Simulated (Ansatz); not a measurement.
Basis-set series for BBrHO, SMILES `O[B]Br` radical. Charge 0, multiplicity 2. The geometry is a stationary point of PBE0-D4/def2-TZVP. It is one conformer, not always the lowest.

| functional | basis | functions | energy (Eh) | HOMO (eV) | LUMO (eV) |
| --- | --- | --- | --- | --- | --- |
| PBE0-D4 | def2-TZVPP | 124 | -2674.47644 | -6.14 | -1.80 |
| PBE0-D4 | def2-QZVPP | 233 | -2674.53479 | -6.16 | -1.82 |
| ωB97M-V | def2-TZVPP | 124 | -2674.70772 | -7.99 | -0.35 |
| ωB97M-V | def2-QZVPP | 233 | -2674.76381 | -8.01 | -0.37 |

(1) Give the rows for def2-SVP. (An estimate is asked.)

Results:

(1) Computed: 
```json
{"functional": "PBE0-D4", "basis": "def2-SVP", "functions": "65", "energy (Eh)": "-2674.04658", "HOMO (eV)": "-6.00", "LUMO (eV)": "-1.57"}
{"functional": "ωB97M-V", "basis": "def2-SVP", "functions": "65", "energy (Eh)": "-2674.27664", "HOMO (eV)": "-7.81", "LUMO (eV)": "0.06"}
```

HOMO and LUMO are taken over both spins. Scalar relativity is left out up to krypton.
